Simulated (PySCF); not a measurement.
**Cl (chlorine, neutral) across methods**

[Ne] 3s2 3p5, 2P determinant. Calculation: PySCF 2.14, in aug-cc-pwCVTZ (8s7p5d3f, 75 functions); no relativity, point nucleus.

```json
{"method": "UHF", "E (hartree)": "-459.48624", "mean ε 3s β (eV)": "-27.615", "mean ε 3p α (eV)": "-14.399", "mean ε 3p β (eV)": "-13.092", "Σ⟨r²⟩ (bohr²)": "27.66", "⟨S²⟩": "0.761"}
{"method": "TPSSh", "E (hartree)": "-460.1747", "mean ε 3s β (eV)": "-21.017", "mean ε 3p α (eV)": "-9.771", "mean ε 3p β (eV)": "-8.842", "Σ⟨r²⟩ (bohr²)": "27.56", "⟨S²⟩": "0.754"}
{"method": "revPBE", "E (hartree)": "-460.0773", "mean ε 3s β (eV)": "-19.814", "mean ε 3p α (eV)": "-8.999", "mean ε 3p β (eV)": "-8.104", "Σ⟨r²⟩ (bohr²)": "27.75", "⟨S²⟩": "0.754"}
{"method": "BP86", "E (hartree)": "-460.2026", "mean ε 3s β (eV)": "-19.990", "mean ε 3p α (eV)": "-9.106", "mean ε 3p β (eV)": "-8.253", "Σ⟨r²⟩ (bohr²)": "27.74", "⟨S²⟩": "0.753"}
{"method": "PBE", "E (hartree)": "-459.9699", "mean ε 3s β (eV)": "-19.864", "mean ε 3p α (eV)": "-9.031", "mean ε 3p β (eV)": "-8.137", "Σ⟨r²⟩ (bohr²)": "27.79", "⟨S²⟩": "0.753"}
{"method": "PBE0", "E (hartree)": "-460.0078", "mean ε 3s β (eV)": "-22.074", "mean ε 3p α (eV)": "-10.583", "mean ε 3p β (eV)": "-9.608", "Σ⟨r²⟩ (bohr²)": "27.59", "⟨S²⟩": "0.754"}
{"method": "LDA", "E (hartree)": "-458.6662", "mean ε 3s β (eV)": "-19.992", "mean ε 3p α (eV)": "-9.109", "mean ε 3p β (eV)": "-8.215", "Σ⟨r²⟩ (bohr²)": "27.88", "⟨S²⟩": "0.752"}
{"method": "wB97X", "E (hartree)": "-460.1571", "mean ε 3s β (eV)": "-24.861", "mean ε 3p α (eV)": "-13.088", "mean ε 3p β (eV)": "-12.134", "Σ⟨r²⟩ (bohr²)": "27.55", "⟨S²⟩": "0.754"}
{"method": "r2SCAN", "E (hartree)": "-460.1267", "mean ε 3s β (eV)": "-20.385", "mean ε 3p α (eV)": "-9.479", "mean ε 3p β (eV)": "-8.468", "Σ⟨r²⟩ (bohr²)": "27.56", "⟨S²⟩": "0.756"}
```
